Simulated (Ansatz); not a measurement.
**Question.** Name a neutral molecule of C, N, Sb and H with HOMO–LUMO gap (B3LYP/def2-TZVPP) between 5.70 and 6.00 eV and HOMO–LUMO gap (ωB97M-V/def2-TZVPP) between 9.80 and 10.10 eV (Ansatz, PBE0-D4/def2-TZVP geometry).

**Answer.** `CC[NH][SbH2]` (5.70 eV, 10.09 eV). Other molecules can fit too; these were computed, each in one conformer that needn't be the lowest.

B3LYP here is the variant with VWN-RPA as its local correlation; programs differ in this.
